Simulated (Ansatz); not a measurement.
Constitutional and geometric isomers with formula C3H6Si. Gas-phase values, no solvent. One relaxed conformer stands for each flexible species; it need not be the lowest. Strings in code marks are SMILES.

Quantity: electronic energy of isomers of C3H6Si relative to `C1=C[SiH2]C1`, in kcal/mol. The restricted reference of `C1=[SiH]CC1` and `C=C1C[SiH2]1` is unstable towards unrestricted orbitals.

A: `[SiH3]C1=CC1`
B: `C=C1C[SiH2]1`
C: `C=C=C[SiH3]`
D: `C1=[SiH]CC1`
E: `C#C[SiH2]C`

Question: Order them by electronic energy of isomers of C3H6Si relative to `C1=C[SiH2]C1` (lowest first) at the level frozen-core CCSD(T)/cc-pVTZ // B3LYP-D3(BJ)/def2-TZVP (Ansatz, a quantum-chemistry and plane-wave program).

Answer: E (1.54 kcal/mol), C (13.8 kcal/mol), B (22.9 kcal/mol), D (24.6 kcal/mol), A (32.7 kcal/mol)
